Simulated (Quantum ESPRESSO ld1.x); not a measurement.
Problem. Valence configurations of neutral praseodymium (all share [Xe]). Calculated with ld1.x of Quantum ESPRESSO 7.5: scalar-relativistic Kohn-Sham, LDA (Slater exchange, Perdew-Wang correlation), spin-polarised, spherical densities, point nucleus; open shells are filled with parallel spins first. Order these by energy: 4f2.5 5d0.5 6s2; 4f3 5d0.5 6s1.5; 4f3 6s2; 4f3 5d1 6s1; 4f2 5d2 6s1; 4f3 6s1 6p1; 4f2 5d1 6s2.

Solution. From the lowest, in eV above it: 4f3 6s2 0.000; 4f2.5 5d0.5 6s2 0.308; 4f3 5d0.5 6s1.5 0.551; 4f3 5d1 6s1 0.981; 4f2 5d1 6s2 1.598; 4f2 5d2 6s1 1.793; 4f3 6s1 6p1 1.840. NIST lists [Xe] 4f3 6s2 as the ground configuration; this level of theory agrees among the configurations tried. The energies are those of spherical high-spin densities, not of single terms. No valid solution was reached for [Xe] 4f4 6s1; [Xe] 4f3 5d2; [Xe] 4f4 5d0.5 6s0.5.
